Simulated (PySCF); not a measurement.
Several molecules and their computed UV-vis stick spectra, shuffled. Computed with TDDFT B3LYP/def2-SVPD, vertical, gas phase, core orbitals frozen in the response (PySCF 2.14.0, density-fitted response routines). Geometries: PBE0-D3(BJ)/def2-SVP; one conformer of each isolated species. Triplets are in the Tamm–Dancoff approximation. Relativistic effects are left out although some hold elements past zinc.

A. `[SiH3]S[SiH2][SiH2][GeH3]`
B. `C1C[O+]([C@H](O[SiH3])C1)[BH3-]`
C. `CC(C)[SiH2]/C=C/[SiH3]`
D. `CC[Si]([SiH3])([SiH3])Cl`
E. `CC[NH][Ge]([Cl])([Cl])[Cl]`

Lowest singlet levels (six at most, fewer where fewer were computed) with oscillator strengths:

1. 5.20 eV (f 0.011); 5.63 eV (f 0.006); 5.78 eV (f 0.009); 6.15 eV (f 0.015); 6.20 eV (f 0.037); 6.30 eV (f 0.026); T1 4.86 eV
2. 4.68 eV (f 0.015); 5.97 eV (f 0.002); 6.27 eV (f 0.028); 6.34 eV (f 0.007); 6.36 eV (f 0.033); 6.52 eV (f 0.027); T1 4.36 eV
3. 5.58 eV (f 0.030); 6.05 eV (f 0.281); 6.69 eV (f 0.277); 6.87 eV (f 0.000); 7.10 eV (f 0.015); 7.16 eV (f 0.035); T1 4.06 eV
4. 5.65 eV (f 0.002); 6.15 eV (f 0.008); 6.19 eV (f 0.104); 6.64 eV (f 0.024); 6.69 eV (f 0.023); 6.90 eV (f 0.108); T1 5.11 eV
5. 6.56 eV (f 0.006); 6.90 eV (f 0.010); 7.03 eV (f 0.025); 7.34 eV (f 0.002); 7.38 eV (f 0.003); 7.42 eV (f 0.001); T1 6.48 eV

**Question.** Match each spectrum to its molecule.

**Answer.** 1 = A, 2 = E, 3 = C, 4 = D, 5 = B.
- A: S1 at 5.20 eV, HOMO→LUMO (98%); Löwdin shares by element: HOMO sulfur 58%, silicon 29%; LUMO silicon 46%, sulfur 20% (atoms not listed hold the other 34%); HOMO -7.09 and LUMO -0.92 eV.
- B: S1 at 6.56 eV, HOMO→LUMO (97%); Löwdin shares by element: HOMO boron 35%, hydrogen 34% or more, oxygen 17% or more; LUMO silicon 28%, hydrogen 16% or more, oxygen 9% or more (atoms not listed hold the other 46%); HOMO -7.44 and LUMO -0.15 eV.
- C: S1 at 5.58 eV, HOMO-1→LUMO (61%), HOMO→LUMO (31%); Löwdin shares by element: HOMO carbon 57% or more, silicon 12% or more (atoms not listed hold the other 31%); LUMO carbon 65% or more, silicon 16% (atoms not listed hold the other 19%); HOMO -7.49 and LUMO -1.10 eV.
- D: S1 at 5.65 eV, HOMO→LUMO (97%); Löwdin shares by element: HOMO silicon 59%, chlorine 22% (atoms not listed hold the other 19%); LUMO silicon 58%, chlorine 18% (atoms not listed hold the other 24%); HOMO -7.45 and LUMO -0.82 eV.
- E: S1 at 4.68 eV, HOMO→LUMO (99%); Löwdin shares by element: HOMO nitrogen 57%, carbon 18%, chlorine 8% or more (atoms not listed hold the other 18%); LUMO chlorine 65%, germanium 23%; HOMO -7.51 and LUMO -1.87 eV.
C and D have S1 within 0.08 eV of each other; their strongest listed levels stand at 6.05 eV (f 0.281) and 6.90 eV (f 0.108).
